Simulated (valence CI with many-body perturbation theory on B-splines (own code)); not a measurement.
Hyperfine factors and g values of Se XXIX

Calculated by valence CI with perturbative core correlation (CI+MBPT): four valence electrons over a frozen Dirac-Fock core [He], radial functions for each j: 11 s, 11 p, 9 d, 7 f, 5 g, 2 h, 1 i, with the one-electron correlation potential Σ1, the two-electron term Σ2, the three-electron term Σ3, Breit, model QED; selected CI, second order for the rest (own B-spline code, finite nucleus).

The last digits are not significant, and no measured levels were compared; by estimate large intervals hold to a few tenths of a per cent, small ones and those within an open d or f shell to about a per cent. Among the levels kept, up to 280 cm⁻¹ of a level comes from second order outside the variational space, and about a tenth of that is noise between levels of different J, which matters for small intervals.

A/g_I is the dipole constant over the nuclear g factor μ/I (μ in nuclear magnetons, uniformly magnetised nucleus), B/Q the quadrupole constant per barn. Both hold the static response of the core; the bare values leave it out. Large factors of s and p1/2 electrons are usually good to 5 to 10 %; those of open d and f shells near neutrality can be off by tens of per cent, and small factors of p3/2, d and f electrons come from cancelling terms and can be off by a factor of two or in sign, in half-filled shells by more. B is blank for J = 1/2, where it vanishes, and for nearly pure S terms. Energies count from the lowest level. Levels with J = 0 are left out.

Levels are named by their leading jj configuration (3d3/2^4 stands for four electrons in 3d with j = 3/2), which in mixed levels can hold well under half, so a name can repeat and another be missing. Letters in brackets count levels of one name in rising energy.

```tsv
Level	E (Ry)	g	A/g_I (MHz)	A/g_I bare	B/Q (MHz/b)	B/Q bare
(2s^2 2p1/2 2p3/2) J=1	2.72	1.495	-9670	-5080	63300	63500
(2s^2 2p1/2 2p3/2) J=2	3.41	1.255	138000	140000	51000	51200
(2s^2 2p3/2^2) J=2	6.65	1.232	77200	79200	74700	74900
(2s 2p1/2^2 2p3/2) J=2	9.09	1.881	310000	312000	28400	28500
(2s 2p1/2^2 2p3/2) J=1	12.24	0.847	-156000	-150000	115000	115000
(2s 2p1/2 2p3/2^2) J=2 [a]	12.88	1.328	255000	253000	159000	159000
(2s 2p1/2 2p3/2^2) J=3	13.85	1.327	308000	306000	-332	-347
(2s 2p1/2 2p3/2^2) J=1 [a]	15.62	1.285	222000	221000	-118000	-119000
(2s 2p1/2 2p3/2^2) J=2 [b]	16.14	1.246	102000	105000	-132000	-132000
(2s 2p1/2 2p3/2^2) J=1 [b]	17.07	1.598	128000	133000	17200	17200
(2s 2p3/2^3) J=2	18.86	1.186	285000	281000	-57400	-57600
(2s 2p3/2^3) J=1	20.99	1.245	-137000	-127000	-12300	-12400
(2p1/2^2 2p3/2^2) J=2	24.54	1.394	58700	64800	51500	51600
(2p1/2 2p3/2^3) J=1	27.60	1.495	-17600	-9590	-62000	-62200
(2p1/2 2p3/2^3) J=2	28.47	1.093	146000	148000	-176000	-177000
(2s^2 2p1/2 3s) J=1	130.05	1.352	360000	355000	-9780	-9810
(2s^2 2p1/2 3p1/2) J=1	132.22	0.671	247000	244000	-2130	-2130
(2s^2 2p3/2 3s) J=2	133.40	1.495	136000	137000	129000	129000
(2s^2 2p1/2 3p3/2) J=1	133.53	1.453	-38900	-37700	17400	17400
(2s^2 2p1/2 3p3/2) J=2	133.64	1.175	111000	111000	28400	28400
(2s^2 2p3/2 3s) J=1	133.68	1.135	6430	11200	74200	74400
(2s^2 2p1/2 3d3/2) J=2	135.75	0.755	105000	104000	12400	12500
(2s 2p1/2^2 3s) J=1	135.90	2.074	513000	507000	-734	-735
(2s^2 2p3/2 3p1/2) J=1	136.13	1.581	155000	157000	48400	48600
(2s^2 2p3/2 3p1/2) J=2	136.30	1.256	83100	85100	91700	92000
(2s^2 2p1/2 3d5/2) J=2	136.49	1.259	-54200	-53800	-1810	-1720
(2s^2 2p1/2 3d5/2) J=3	136.50	1.116	66400	65900	74.8	201
(2s^2 2p1/2 3d3/2) J=1	136.56	0.801	-71600	-71100	444	492
(2s^2 2p3/2 3p3/2) J=3	136.68	1.331	51700	53500	165000	166000
(2s^2 2p3/2 3p3/2) J=1	136.75	1.551	59300	61600	-52800	-52900
(2s^2 2p3/2 3p3/2) J=2	137.53	1.250	82700	83600	47900	48000
(2s 2p1/2 2p3/2 3s) J=2 [a]	137.98	1.776	297000	296000	117000	117000
```

(1) Take the isotope of mass number 79, with I = 7/2, μ = -1.018 μN and Q = 0.8 b. What is the hyperfine structure of (2s^2 2p1/2 2p3/2) J=2?

Results:

(1) From the table A = -40100 MHz, B = 40800 MHz. Shifts from the centre of gravity in MHz: F = 3/2: 383000, F = 5/2: 264000, F = 7/2: 109000, F = 9/2: -74000, F = 11/2: -270000.
